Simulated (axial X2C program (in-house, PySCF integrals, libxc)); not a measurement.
Potential curves of GaI⁻, scalar-relativistic

All values were computed with an axial X2C code built on PySCF integrals. Spin-free means the one-electron spin-free X2C Hamiltonian. Basis: I dyall-acv3z [12s13p9d5f1g], Ga dyall-acv3z [10s10p8d5f1g] (cores contracted in-house); Gaussian nuclei, density fitting, unrestricted open shells. Masses: I 126.904 u, Ga 68.926 u.

State: M_S = 1/2, Λ = 1 (beyond evenly filled blocks: π+α). Energies in kJ/mol from the fragments at the same level (I- + Ga). Fits are polynomials in 1 − R0/R over 0.85 to 1.23 times the lowest point R0.

```tsv
R (Å)	BLYP	CCSD	MP2
2.4630	-50.95		-56.33
2.5762	-71.76	-70.70	-77.31
2.6611	-80.87	-80.27	-86.21
2.7461	-86.01	-85.70	-90.96
2.8310	-88.22	-88.08	-92.69
2.9301	-88.14	-88.15	-92.00
3.0292	-86.09	-86.22	-89.33
3.1566	-81.63	-81.91	-84.11
3.3123	-74.66		-76.36
3.5387	-63.64		-64.50
```

Correlated methods: 11 electrons correlated (number of frozen shells: I 4 s, 3 p, 2 d; Ga 3 s, 2 p, 1 d), 371 virtual spin orbitals or spinors in MP2.

Occupations by symmetry block were frozen at the best pattern of an incomplete PBE0 search. De is counted from the lowest determinant-based energies of the atoms at the same level, without counterpoise correction. CCSD ran in a truncated set of natural virtual spinors with an MP2 remainder; without triples it tends to underbind. The functionals have no current-density term, which raises determinants with orbital currents, atoms included. The highest occupied level of some functionals is positive through self-interaction error; at Hartree–Fock it is bound. With the outer-core shells frozen, correlated bond lengths of heavy atoms tend to come out a few hundredths of an ångström too long. Spin-free De lacks the spin–orbit lowering of the heavy p-block atom, a tenth of an eV or more for 4p and 5p, up to an eV for 6p and one to two eV for 7p atoms, less what an open-shell molecule gains itself. Coupled cluster ran on the points near the minimum only. MP2 and coupled cluster on one determinant become unreliable at the stretched end.

Question: Fit the BLYP curve near its minimum: give the equilibrium distance, the harmonic wavenumber and the well depth.

Answer: At BLYP, spin-free: Re = 2.876 Å, ωe ≈ 125 cm⁻¹, De = 0.92 eV to I- + Ga; Be follows as 0.0456 cm⁻¹.

Question: Fit the CCSD curve near its minimum: give the equilibrium distance, the harmonic wavenumber and the well depth.

Answer: At CCSD, spin-free: Re = 2.882 Å, ωe ≈ 125 cm⁻¹, De = 0.92 eV to I- + Ga; Be follows as 0.0454 cm⁻¹.

Question: Fit the MP2 curve near its minimum: give the equilibrium distance, the harmonic wavenumber and the well depth.

Answer: At MP2, spin-free: Re = 2.852 Å, ωe ≈ 132 cm⁻¹, De = 0.96 eV to I- + Ga; Be follows as 0.0464 cm⁻¹.
